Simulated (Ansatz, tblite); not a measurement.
Removing and adding an electron: (ClSi)4CH26 adamantane (C6H12Cl4Si4). The state is a singlet with charge 0. Geometry: PBE-D4/def2-SVP. Ansatz, gas phase; energy differences of separate SCF runs; the oxidised species was run as a doublet alone; the reduced species was run as a doublet alone.

```csv
atom,x (Å),y (Å),z (Å)
Si1,0.1423,-0.3740,-1.8546
Cl2,0.2994,-0.7876,-3.9045
C3,-0.0388,1.4860,-1.5870
Si4,-0.1811,1.8713,0.2557
Cl5,-0.3809,3.9396,0.5383
C6,1.3683,1.2499,1.1375
Si7,1.5598,-0.6119,0.8901
Cl8,3.2838,-1.2885,1.8739
C9,1.6897,-0.9780,-0.9574
C10,0.0385,-1.4862,1.5869
Si11,-1.5211,-0.8853,0.7089
Cl12,-3.2024,-1.8635,1.4924
C13,-1.3682,-1.2504,-1.1371
C14,-1.6895,0.9786,0.9571
H15,0.8390,2.0153,-2.0158
H16,-0.9403,1.8572,-2.1198
H17,1.3021,1.4807,2.2223
H18,2.2632,1.7763,0.7422
H19,2.5881,-0.4775,-1.3780
H20,1.8155,-2.0703,-1.1171
H21,-0.0430,-1.2882,2.6771
H22,0.1435,-2.5847,1.4581
H23,-1.2794,-2.3461,-1.2981
H24,-2.2855,-0.9127,-1.6651
H25,-2.6106,1.3436,0.4543
H26,-1.7924,1.2064,2.0397
```

The xTB rows come from tblite.

| level | −HOMO (eV) | vertical IE (eV) | −LUMO (eV) | vertical EA (eV) | HOMO–LUMO gap (eV) | IE − EA (eV) | remarks |
| --- | --- | --- | --- | --- | --- | --- | --- |
| GFN1-xTB | 11.25 | 13.02 | 5.28 | 3.51 | 5.96 | 9.51 | – |
| GFN2-xTB | 11.25 | 12.98 | 5.45 | 3.62 | 5.80 | 9.37 | – |
| PBE-D4/def2-SVP | 6.86 | – | 1.75 | -0.16 | 5.11 | – | HOMO above zero (-1 doublet) |
| PBE0-D4/def2-SVP | 8.23 | 9.68 | 1.00 | -0.29 | 7.23 | 9.96 | HOMO above zero (-1 doublet) |

Run but left out: PBE-D4/def2-SVP (charge +1 doublet: an occupied level 0.05 eV above an empty one).   A HOMO above zero means that the electron is unbound at that level or that self-interaction error raises the level; the energy of removing that electron tells which. Raw xTB energy differences between charge states are shifted by several eV; the methods need an empirical correction for them. Sets without diffuse functions give affinities that are too small. A negative affinity means that the extra electron isn't bound; its size then hangs on the basis.
